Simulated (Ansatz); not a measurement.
F2H4O2Si2 can be A, `O[SiH2][Si](O)(F)F`, or B, `O[Si@H](F)[Si@H](O)F`.

Computed with Ansatz on PBE0-D4/def2-TZVP structures; ΔE is electronic, products minus reactants. CCSD(T)/CBS adds triple-zeta CCSD(T) − MP2 to the extrapolated MP2 energy (def2 sets, frozen cores). DFT in def2-TZVPP. One conformer a species, not always the lowest.

**Question.** Which is lower in electronic energy at CCSD(T)/CBS, and by how much? (An estimate is asked.)

**Answer.** Ansatz gave: A, by 4.1 kcal/mol.

**Question.** Give E(B) − E(A) in kcal/mol with CCSD/def2-TZVPP, PBE-D4, CCSD(T)/def2-TZVPP, r2SCAN-D4, HF/def2-TZVPP, B2PLYP, MP2/def2-TZVPP. (Best estimate.)

**Answer.** The calculation gave: CCSD/def2-TZVPP 4.5, PBE-D4 3.5, CCSD(T)/def2-TZVPP 4.3, r2SCAN-D4 4.1, HF/def2-TZVPP 4.8, B2PLYP 3.9, MP2/def2-TZVPP 4.1. None reverses the order clearly.

Largest T1 diagnostic: 0.013.
